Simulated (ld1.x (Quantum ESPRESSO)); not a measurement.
# Before and after: ultrasoft potential for Si (Z = 14)

```
Element                 : silicon (Si)
Generator               : ld1.x (Quantum ESPRESSO) 7.5
Type                    : ultrasoft
Functional              : LDA (PZ)
Relativity              : scalar-relativistic
Frozen core             : [Ne]
Valence charge          : 4
Reference configuration : 3s2 3p0 (charge +2)
Partial waves           : 3s (bound): rcut 1.50, rcutus 1.70 bohr; 3s channel at 2.35 Ry: rcut 1.50, rcutus 1.70 bohr; 3p (bound, empty): rcut 1.25, rcutus 1.60 bohr; 3p channel at 0.05 Ry: rcut 1.25, rcutus 1.60 bohr
Local potential         : all-electron potential smoothed inside 1.55 bohr (lloc = -1)
Core correction         : Bessel-smoothed model core inside 1.50 bohr
Augmentation charge     : PSQ, inside the norm-conserving radii
```

Change: augmentation PSQ, radius 1.15 bohr.

Cutoffs: the cutoffs (Ry, on a coarse ladder) from which the occupation-weighted sum of valence levels, in a spherical-Bessel basis at the reference potential, stays within 10 and 1 mRy of its value at 400 Ry; they do not see the model core or the augmentation charge, which bear on the density cutoff. Errors are all-electron minus pseudo energies relative to the spin-unpolarised reference configuration.

**Question.** Predict the effect on cutoff, ghosts and configuration errors.

**Answer.** The potential gets neither clearly harder nor softer (10 Ry and 15 Ry → 10 Ry and 15 Ry); of the 9 tests that both files solve, the error grows in 9 and shrinks in 0 by more than 15 % and 0.3 meV (median size 3.1 → 4.7 meV); neither file shows a bound ghost.

| quantity | base | changed |
| --- | --- | --- |
| cutoff, loose | 10 Ry | 10 Ry |
| cutoff, tight | 15 Ry | 15 Ry |
| bound ghosts | none | none |
| error for 3s2 3p2, meV [ΔE -23.94 eV] | +1.7 | +3.2 |
| error for 3s2 3p1, meV [ΔE -16.11 eV] | +0.6 | +1.3 |
| error for 3s1 3p0, meV [ΔE 34.14 eV] | -7.1 | -11 |
| error for 3s2 3p2.3, meV [ΔE -24.90 eV] | +2.0 | +3.7 |
| error for 3s1 3p2, meV [ΔE -8.70 eV] | +3.1 | +4.7 |
| error for 3s1 3p3, meV [ΔE -17.14 eV] | +4.7 | +7.5 |
| error for 3s2 3p1.5, meV [ΔE -20.98 eV] | +1.1 | +2.2 |
| error for 3s2 3p2 (spin-polarised), meV [ΔE -24.55 eV] | +9.9 | +13 |
| error for 3s2 3p1 (spin-polarised), meV [ΔE -16.32 eV] | +4.0 | +5.0 |
| s: phases at 1.85 bohr within 0.05 rad from the reference energy up to (Ry; the scan ends near 5) | to the end of the scan | to the end of the scan |
| p: phases at 1.85 bohr within 0.05 rad from the reference energy up to (Ry; the scan ends near 5) | 4.1 | 4.1 |
| lowest overlap eigenvalue by channel | s 0.52, p 0.74 | s 0.52, p 0.74 |
